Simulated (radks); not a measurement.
Numerical settings for the copper ion Cu12+, [Ne] 3s2 3p5. All-electron calculation, non-relativistic Kohn-Sham, PBE, spin-polarised, spherical densities, point nucleus; open shells are filled with parallel spins first. Program: a radial shooting solver on a logarithmic mesh with Libxc functionals. The defaults (mesh step 0.008 in ln r, mesh end at 40 bohr or more with all orbitals vanishing there, Anderson mixing 0.5 over 9 steps, residual threshold near 1e-9 with the energy settled to 1e-9 hartree or 1e-11 of itself, here a cap of 67 iterations) give E = -1578.3578 hartree and 3p at -383.84 eV in 13 iterations. Run on one thread of a shared host, so times are rough (Intel(R) Xeon(R) Platinum 8488C): 0.1 s of CPU time, 0.1 s wall, 13 iterations on 2476 mesh points. Changes against that run (0 stands for a change within the tolerance of the run):

setting                    iterations  converged  E (mhartree)  e(3p) (meV)  CPU (s)
mesh step in ln r 0.005            13        yes             0            0     0.16
mesh step in ln r 0.003            13        yes             0            0     0.25
mesh step in ln r 0.012            13        yes             0            0     0.07
mesh end (bohr) 400                13        yes             0            0      0.1
mesh end (bohr) 3                  13        yes      +0.00113        +0.03     0.09
residual threshold 1e-13           67         no             0            0     0.32
residual threshold 1e-05            8        yes             0      -0.0742     0.07
mixing 1.5                         13        yes             0            0     0.09
linear mixing, mixing 1            17        yes             0            0     0.11
linear mixing, mixing 0.8          14        yes             0            0     0.09
mixing history 2                   19        yes             0            0     0.12
iteration cap 5                     5         no     +0.000877        +53.4     0.04

No run marked as converged misses the energy by more than 1 mhartree. A mesh that ends early acts as a hard wall.
